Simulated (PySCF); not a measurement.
Species: `ClC(Cl)C#CC1=CC[SiH2]1`. The columns A, B, C and D hold Mulliken, IAO, Hirshfeld and ESP-fitted charges (e) of one PBE0/pcSseg-1 density (PySCF), in a shuffled order. Coordinates in Å (GFN2-xTB); the density's dipole moment is (-3.24, 0.98, -0.56) D.

```json
{"atom": "Cl1", "x": "4.168", "y": "0.366", "z": "1.345", "A": "-0.055", "B": "-0.059", "C": "-0.012", "D": "-0.067"}
{"atom": "C2", "x": "3.476", "y": "0.187", "z": "-0.307", "A": "-0.376", "B": "+0.045", "C": "-0.505", "D": "-0.092"}
{"atom": "Cl3", "x": "4.051", "y": "-1.368", "z": "-1.008", "A": "-0.055", "B": "-0.059", "C": "-0.012", "D": "-0.067"}
{"atom": "C4", "x": "2.048", "y": "0.207", "z": "-0.250", "A": "+0.003", "B": "-0.079", "C": "+0.312", "D": "-0.084"}
{"atom": "C5", "x": "0.844", "y": "0.167", "z": "-0.160", "A": "+0.413", "B": "-0.033", "C": "-0.353", "D": "+0.007"}
{"atom": "C6", "x": "-0.539", "y": "0.093", "z": "-0.036", "A": "-0.560", "B": "-0.092", "C": "-0.023", "D": "-0.289"}
{"atom": "C7", "x": "-1.507", "y": "0.868", "z": "-0.560", "A": "-0.084", "B": "-0.007", "C": "+0.007", "D": "-0.085"}
{"atom": "C8", "x": "-2.799", "y": "0.285", "z": "-0.065", "A": "-0.467", "B": "-0.161", "C": "-0.618", "D": "-0.538"}
{"atom": "Si9", "x": "-1.767", "y": "-1.053", "z": "0.871", "A": "+0.718", "B": "+0.368", "C": "+0.616", "D": "+0.768"}
{"atom": "H10", "x": "3.898", "y": "0.987", "z": "-0.918", "A": "+0.213", "B": "+0.063", "C": "+0.311", "D": "+0.203"}
{"atom": "H11", "x": "-1.409", "y": "1.731", "z": "-1.202", "A": "+0.086", "B": "+0.060", "C": "+0.144", "D": "+0.157"}
{"atom": "H12", "x": "-3.449", "y": "-0.054", "z": "-0.872", "A": "+0.153", "B": "+0.041", "C": "+0.181", "D": "+0.153"}
{"atom": "H13", "x": "-3.377", "y": "0.986", "z": "0.537", "A": "+0.153", "B": "+0.041", "C": "+0.181", "D": "+0.153"}
{"atom": "H14", "x": "-1.870", "y": "-2.419", "z": "0.368", "A": "-0.071", "B": "-0.065", "C": "-0.114", "D": "-0.110"}
{"atom": "H15", "x": "-1.772", "y": "-0.974", "z": "2.328", "A": "-0.071", "B": "-0.064", "C": "-0.114", "D": "-0.110"}
```

Question: Which column most likely holds the ESP-fitted charges?

Answer: C. Σ q r misses the density's dipole by 0.08 D (C), 1.25 D (B), 1.46 D (D), 3.04 D (A). Charges fitted to the outside potential are the only set here that is tied to the molecule's multipoles.

Question: And the Hirshfeld charges?

Answer: B. The mean sizes are 0.082 e (B), 0.192 e (D), 0.232 e (A), 0.234 e (C), and Hirshfeld charges are commonly the smallest of these schemes.

As computed, A = Mulliken, B = Hirshfeld, C = ESP-fitted, D = IAO. Hydrogens on carbon: Mulliken +0.09 to +0.21, Hirshfeld +0.04 to +0.06, ESP-fitted +0.14 to +0.31, IAO +0.15 to +0.20 e.

The Mulliken scheme gives each basis function's population to the atom it is centred on and halves the overlap population of two atoms between them. The IAO scheme projects the occupied orbitals on a minimal set of polarised atomic orbitals and counts the electrons in each atom's part of it.

Isolated species at its GFN2-xTB geometry, gas phase.
